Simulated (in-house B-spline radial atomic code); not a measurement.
wB97X excitations of Mg2+

Method: wB97X. Computed with an all-electron radial atomic-structure program (B-spline basis): linear response of the closed shell [He] 2s2 2p6 with the functional's adiabatic kernel; non-relativistic, point nucleus, no spin-orbit coupling, no double excitations, S, P, D and F terms only. Only terms of natural parity with L up to 3 were computed.

Command:
```bash
python run_td.py task.json out
```
Settings (radii: box in bohr, nucleus in fm):
```
Z                        12
electrons                10
configuration            [He] 2s2 2p6
hamiltonian              nr
method                   wb97x
box_radius               29.48
intervals                52
```

Run time, properties included: 0.4 s on 1 thread of Intel(R) Xeon(R) Platinum 8375C CPU @ 2.90GHz (Ice Lake), with other jobs on the host.

The lowest states, in the order of their Tamm-Dancoff energies; the method's threshold (minus the highest occupied level) is 72.83 eV. Labels give the largest channel, * marks a mixed state, and oscillator strengths are full-response dipole values. Semilocal kernels can invert the small singlet-triplet splittings of Rydberg terms. Energies in eV:

```csv
state,full response,Tamm-Dancoff,oscillator strength
2p → 3s 3P,49.81,49.82,-
2p → 3s 1P,50.33,50.35,0.189
2p → 3p 3S,54.20,54.24,-
2p → 3p 3D,54.80,54.81,-
2p → 3p 1D,55.19,55.20,-
2p → 3p 1S,?,?,-
2p → 3d 3P,60.51,60.52,-
2p → 3d 3F,?,?,-
2p → 3d 1F,60.80,60.81,-
2p → 3d 1P,61.01,61.03,0.257
2p → 4s 3P,61.39,61.40,-
2p → 4s 1P,61.55,61.55,0.0306
2p → 4p 3S,63.05,63.07,-
2p → 4p 3D,63.23,63.23,-
2p → 4p 1D,63.32,63.32,-
2p → 4p 1S,64.08,64.16,-
```

Problem. Where does 2p → 3p 1S lie?

Solution. At 56.97 eV in full response, 57.14 eV in Tamm-Dancoff.

Problem. Where does 2p → 3d 3F lie?

Solution. At 60.62 eV in full response, 60.62 eV in Tamm-Dancoff.

Problem. How large is the singlet-triplet splitting of 2p → 3s (P terms) in Tamm-Dancoff?

Solution. 0.529 eV, from the unrounded values.

Problem. What polarisabilities and dispersion coefficient does the method give?

Solution. Dipole 0.5012 bohr³, quadrupole 0.5774 bohr⁵, C6 0.6056 hartree·bohr⁶ for two such species.
